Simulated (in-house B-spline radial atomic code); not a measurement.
Values are calculated unless marked as measured or tabulated.
# S ion on In atom: potential, deflection and energy transfer

The pair potential comes from two frozen, spherical free-atom densities (PBE, B-spline radial code, scalar-relativistic past argon): electrostatics plus the change in Thomas-Fermi kinetic and Dirac exchange energy where they overlap, the recipe behind the universal ZBL potential, which averages such potentials (from solid-state densities) over many pairs. It is written V = (Z1 Z2 e²/r) φ(r/a), with e² = 14.3996 eV·Å and a = 0.46850 Å/(Z1^0.23 + Z2^0.23); ZBL's fit is φ = 0.18175 e^(−3.1998x) + 0.50986 e^(−0.94229x) + 0.28022 e^(−0.4029x) + 0.02817 e^(−0.20162x). Where φ falls below 4e-4 it is continued as an exponential.

Masses 32.06 and 114.82 u.

| x = r/a | φ, this pair | φ, ZBL |
| --- | --- | --- |
| 0.1 | 0.8881 | 0.8928 |
| 0.5 | 0.615 | 0.6096 |
| 1.5 | 0.3051 | 0.2995 |
| 3 | 0.1354 | 0.1292 |
| 5 | 0.05586 | 0.05224 |
| 8 | 0.01814 | 0.01705 |
| 12 | 0.005322 | 0.00474 |
| 17 | 0.001313 | 0.001212 |

At x = 0.5 the electrostatic, kinetic and exchange parts are 107150.0, 22041.49 and -569.91 eV. Find r, V and φ.

a = 0.46850/(1.8921 + 2.4476) = 0.10796 Å, so r = 0.05398 Å. V = 107150.0 + 22041.49 + (-569.91) = 128621.58 eV. The bare repulsion is 16 × 49 × 14.3996/0.05398 = 209150 eV, so φ = 0.6150, +0.9 % against ZBL's 0.6096. The kinetic (Pauli) term is 17 % of V here.

The ion comes in at 133.8 keV with impact parameter 0.2159 Å. The scattering integral gives a centre-of-mass angle of 10.01° and a closest approach of 2.11 a. What are the reduced energy, the energy passed on and the laboratory angles?

ε = E a M2/(Z1 Z2 e² (M1 + M2)) = 133800 × 7.4754e-06 = 1. The most that one collision can pass on is γE with γ = 4 M1 M2/(M1 + M2)² = 0.6825. Here T = γE sin²(θ/2) = 0.6825 × 133800 × 0.007612 = 695 eV. The ion turns by arctan(sin θ/(cos θ + M1/M2)) = 7.8°, and the struck atom leaves at (180° − θ)/2 = 85.0°. The closest approach is 0.228 Å. With ZBL the angle would be 9.88° and T = 676.8 eV.
